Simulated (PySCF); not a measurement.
## Gas-phase XPS of `C=CCS(=O)(=O)CC=C`, computed

Species: C₆H₁₀O₂S.
Z-matrix (Å and degrees, PBE0-D3(BJ)/def2-SVP geometry), rows numbered from 1:
```
C 
C   1  1.3344
C   2  1.4870  1  124.48
S   3  1.8098  2  112.34  1  -119.85
O   4  1.4585  3  107.46  2  -176.46
O   4  1.4628  3  107.14  2   -45.33
C   4  1.8113  3  104.10  2    68.45
C   7  1.4895  4  109.10  3  -169.34
C   8  1.3329  7  123.84  4  -111.02
H   1  1.0950  2  121.68  3    -0.99
H   1  1.0928  2  121.21  3   179.80
H   2  1.0951  1  120.27  3  -178.74
H   3  1.1029  2  112.68  1   126.79
H   3  1.0999  2  114.02  1     2.50
H   7  1.0993  4  106.41  3    68.79
H   7  1.1016  4  105.53  3   -48.39
H   8  1.0947  7  115.73  4    67.31
H   9  1.0944  8  121.65  7    -0.49
H   9  1.0926  8  121.15  7   179.39
```

Computed with PySCF, delta-SCF UKS SCAN, pcX-2 on the ionised atom, pcseg-1 elsewhere, spin-free X2C. These are vertical core ionisation energies against the vacuum level, from separate self-consistent calculations with and without the core hole.

Give the core binding energies atom by atom.

```csv
atom(s),environment,level,binding energy (eV),2p1/2 (eV),above the level's lowest (eV),count
S4,sulfonyl sulfur,S 2p3/2,173.40,174.63,0.00,1
C1/C9,terminal =CH2 carbon,C 1s,290.64,–,0.00,2
C2/C8,alkene CH carbon,C 1s,291.17,–,+0.53,2
C3/C7,sp3 carbon bound to sulfur,C 1s,291.59,–,+0.95,2
O5/O6,sulfonyl oxygen,O 1s,537.27,–,0.00,2
S4,sulfonyl sulfur,S 1s,2482.16,–,0.00,1
```

The listed C 1s values span 0.95 eV, from C1/C9 (bonded to C (double bond) and 2 H) to C3/C7 (bonded to S, C and 2 H). The widest gap between neighbouring values is 0.53 eV, between 290.64 and 291.17 eV.

Which photon energy gives electrons from S 2p3/2 of S4 a kinetic energy of 150 eV, and what is their de Broglie wavelength?

hν = 173.40 + 150 = 323.40 eV, recoil neglected; λ = 12.264 Å/√(E/eV) = 1.00 Å.

Which effective nuclear charge Zeff reproduces each element's mean 1s value in the hydrogen-like formula E = 13.606 eV × Zeff²?

C (Z = 6): mean 291.1 eV, Zeff = 4.63, Z − Zeff = 1.37; O (Z = 8): mean 537.3 eV, Zeff = 6.28, Z − Zeff = 1.72; S (Z = 16): mean 2482.2 eV, Zeff = 13.51, Z − Zeff = 2.49. Means run over the listed sites, weighted by atom count.

Topologically equivalent atoms share the value of their first member; where this conformer doesn't relate them by symmetry, their own values could differ. The 2p values add to the ΔSCF energy of one spin-free hole a correction within the shell (spin–orbit coupling, ligand field). 2p1/2 minus 2p3/2 (ligand field included): S 1.23 eV. Geometry: PBE0-D3(BJ)/def2-SVP, one conformer, isolated molecule.
